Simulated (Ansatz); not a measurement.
The same path of a periodic cell of 17 atoms, CuSi$_{16}$ (host Si, host structure diamond, interstitial Cu), cell charge +1 was run twice with different band settings. Lost on the way: Si3–Cu17, Si5–Cu17, Si7–Cu17, Si14–Cu17, Si15–Cu17. Made: Si4–Cu17, Si9–Cu17, Si10–Cu17, Si11–Cu17, Si13–Cu17.

Theory: DFT PBEsol, scalar-relativistic, plane waves, PAW (Ansatz 0.2.0). Settings: PAW set soft_1, cutoff 420 eV, k mesh 2x2x2, gaussian smearing 0.02 eV, no spin polarisation.

Relaxed end points:

```xyz
17
Lattice="0.0000 5.4300 5.4300 5.4300 0.0000 5.4300 5.4300 5.4300 0.0000" Properties=species:S:1:pos:R:3
Si 0.066 0.041 -0.067
Si 1.368 1.313 1.403
Si 2.784 2.713 0.003
Si 4.124 4.145 1.305
Si 2.561 -0.150 2.865
Si 4.023 1.310 4.061
Si 5.424 2.711 2.644
Si 6.645 3.927 4.212
Si 0.068 2.784 2.676
Si 1.418 4.136 4.011
Si 2.770 5.488 2.660
Si 4.127 6.841 4.001
Si 2.752 2.783 5.362
Si 4.024 4.082 6.835
Si 5.428 5.495 5.431
Si 6.857 6.839 6.732
Cu 3.907 6.613 6.951
```

```xyz
17
Lattice="0.0000 5.4300 5.4300 5.4300 0.0000 5.4300 5.4300 5.4300 0.0000" Properties=species:S:1:pos:R:3
Si -0.136 0.140 0.150
Si 1.433 1.366 1.363
Si 2.765 2.666 -0.075
Si 4.066 4.002 1.360
Si 2.771 -0.070 2.665
Si 4.074 1.355 4.011
Si 5.498 2.659 2.663
Si 6.840 4.017 4.012
Si 0.012 2.764 2.760
Si 1.208 4.223 4.223
Si 2.665 5.421 2.758
Si 4.136 6.724 4.028
Si 2.669 2.760 5.426
Si 4.141 4.037 6.719
Si 5.486 5.370 5.361
Si 6.820 6.717 6.717
Cu 2.560 8.309 8.328
```

Common settings: climbing image yes; spring 5.0 eV/Å²; force threshold 0.05 eV/Å; end points relaxed.

| run | movable images | optimiser | start path | iteration limit | largest step |
| --- | --- | --- | --- | --- | --- |
| 1 | 5 | lbfgs | IDPP | 40 | default |
| 2 | 3 | fire | default | 48 | 1.0 Å |

What does each run give, and how far can it be trusted?

Run 1: converged after 37 iterations, highest image 0.021 eV above the first end. Beside the main top the profile has a ripple of under 15 meV (maxima at images 2, 5), which may be a very shallow well or noise. A structure lower than the first end lies on the path between it and the top, so the climb from that side starts below the end, which may itself be a saddle point or a shallow side well. By the program's own check the climbing image is of a kind that is not told: the force calls were inconclusive, a negative curvature could not be distinguished from the path's own, the only one lies far off the path, or fixed occupations may fill a level only in part (lowest curvatures found: -0.32 and -0.06 eV/Å²).
Run 2: converged after 46 iterations, highest image 0.016 eV above the first end. A structure lower than the first end lies on the path between it and the top, so the climb from that side starts below the end, which may itself be a saddle point or a shallow side well. The order of the stationary point at the top wasn't checked.
Limits of this set-up: coarse k mesh, PAW files made for another functional, a small cell, in which the defect meets its images, charged cell in a uniform background, uncorrected.
